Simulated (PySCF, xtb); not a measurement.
SiBr4, SMILES Br[Si](Br)(Br)Br.

GFN2-xTB run with xtb at its own geometry gives an orbital gap of 6.07 eV and a dipole moment of 0.00 D.

Coordinates come from a ωB97X-D3(BJ)/def2-SVP optimisation. The isomer is the one that the SMILES or the coordinates give; other isomers of the formula were not compared.

Question: What does PBE/def2-TZVP run with PySCF give? (Estimate from the structure and the level; the computed values follow.)

Answer: gap 4.94 eV (levels -7.39 and -2.45 eV), dipole 0.00 D.
